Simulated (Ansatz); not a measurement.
Saddle search on CH8AsGa, singlet by partitioned rational-function steps on PBE0-D4/def2-TZVP gradients (Ansatz 0.2.0), from this start:

Ga1  (-0.974, 0.150, 0.370)
C2  (0.501, 1.301, -0.703)
H3  (-2.066, -0.330, -0.626)
H4  (-1.048, 0.700, 1.824)
H5  (0.649, -0.110, -0.143)
As6  (0.911, -1.865, 0.470)
H7  (1.405, 1.632, -0.170)
H8  (0.757, 0.990, -1.726)
H9  (-0.169, 2.175, -0.782)
H10  (-0.148, -2.629, -0.313)
H11  (0.181, -2.015, 1.799)
(Å)

| step | energy less the last (meV) | largest force (eV/Å) | curvature followed (eV/Å²) |
| --- | --- | --- | --- |
| 1 | 5.1 | 0.263 | -8.06 |
| 2 | 1.8 | 0.085 | -8.06 |
| 3 | 1.7 | 0.114 | -8.18 |
| 4 | 0.8 | 0.066 | -8.24 |
| 5 | 0.8 | 0.085 | -8.25 |
| 6 | 1.1 | 0.092 | -8.25 |
| 7 | 0.4 | 0.027 | -8.40 |
| 8 | 0.3 | 0.023 | -8.41 |
| 9 | 0.2 | 0.016 | -8.41 |
| 10 | 0.1 | 0.019 | -8.45 |
| 11 | 0.1 | 0.017 | -8.45 |
| 12 | 0.1 | 0.024 | -8.45 |
| 13 | 0.0 | 0.016 | -8.45 |
| 14 | 0.0 | 0.019 | -8.45 |
| 15 | 0.0 | 0.010 | -8.44 |

The search ended at:

```
atom    x (Å)    y (Å)    z (Å)
 Ga1  -0.9897   0.1339   0.3270
  C2   0.5122   1.3127  -0.6837
  H3  -2.0575  -0.3049  -0.7126
  H4  -1.1094   0.6378   1.7919
  H5   0.6342  -0.1231  -0.1854
 As6   0.8897  -1.8924   0.3837
  H7   1.3938   1.6240  -0.1221
  H8   0.7912   1.0315  -1.6998
  H9  -0.1535   2.1800  -0.7542
 H10  -0.3025  -2.6588  -0.1616
 H11   0.3916  -1.9406   1.8168
```
